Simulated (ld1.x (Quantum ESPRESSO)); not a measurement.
**Ranking TM potentials for F**

All share these settings but for the change named:

```json
{
 "Element": "F",
 "Generator": "ld1.x (Quantum ESPRESSO) 7.5",
 "Type": "norm-conserving Troullier–Martins (Kleinman–Bylander form)",
 "Functional": "LDA (PZ)",
 "Relativity": "scalar-relativistic",
 "Frozen core": "[He]",
 "Valence charge": "7",
 "Reference configuration": "2s1.75 2p5.25",
 "Partial waves": "2s (bound): rc 0.60 bohr; 2p (bound): rc 1.40 bohr; 3d channel at 0.4 Ry: rc 1.50 bohr",
 "Local potential": "the d channel",
 "Core correction": "none"
}
```

Cutoff: the first of the cutoffs (Ry, on a coarse ladder) from which the occupation-weighted sum of valence levels, in a spherical-Bessel basis at the reference potential, stays within 10 and 1 mRy of its value at 400 Ry; the density cutoff is not measured.

The base gives 160 Ry.

Of 8 variants that were run, those that failed, showed a ghost or another fault, or gave nearly equal values are left out.

Problem. Rank these variants from softest to hardest (loose cutoff).
A. all radii scaled by about 0.90 (s 0.54, p 1.26, d 1.34 bohr)
B. all radii scaled by about 0.85 (s 0.50, p 1.18, d 1.28 bohr)
C. all radii scaled by about 1.36 (s 0.82, p 1.90, d 2.04 bohr)
D. all radii scaled by about 1.07 (s 0.64, p 1.50, d 1.60 bohr)

Solution. C (90 Ry), D (110 Ry), A (230 Ry), B (300 Ry).
